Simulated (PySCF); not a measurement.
# SMILES c1ccc(C2CC2)cc1, C₉H₁₀

Cartesian coordinates in Å; atom numbers follow the order of the lines, from 1:
```xyz
19

C     2.763   -0.042   -0.196
C     2.171    1.078   -0.777
C     0.786    1.234   -0.746
C    -0.036    0.278   -0.137
C    -1.509    0.479   -0.123
C    -2.348    0.050    1.053
C    -2.461   -0.684   -0.241
C     0.573   -0.843    0.443
C     1.956   -1.002    0.414
H     3.848   -0.167   -0.218
H     2.791    1.838   -1.259
H     0.330    2.116   -1.204
H    -1.825    1.402   -0.618
H    -3.169    0.703    1.360
H    -1.829   -0.436    1.884
H    -2.020   -1.682   -0.314
H    -3.361   -0.547   -0.846
H    -0.039   -1.609    0.928
H     2.408   -1.885    0.873
```

Level of theory: quadratic response CAM-B3LYP/aug-cc-pVDZ first hyperpolarisability, Taylor convention, gas phase in PySCF 2.14.0. Geometry: PBE0-D3(BJ)/def2-SVP.

Task: Give the tensor of the static β(0;0,0) in the axes of these coordinates.

Result: In au, Taylor convention; rows are the first index (the induced dipole):
```csv
,xx,yy,zz,xy,xz,yz
x,-216.0,-6.5,-9.4,+13.4,+9.7,-1.0
y,+13.4,+2.1,+1.4,-6.5,-1.0,+15.3
z,+9.7,+15.3,-14.5,-1.0,-9.4,+1.4
```
Norm of βᵢ = ⅓ Σⱼ (βᵢⱼⱼ + βⱼᵢⱼ + βⱼⱼᵢ): 232.7 au, hyper-Rayleigh value 93.7 au.
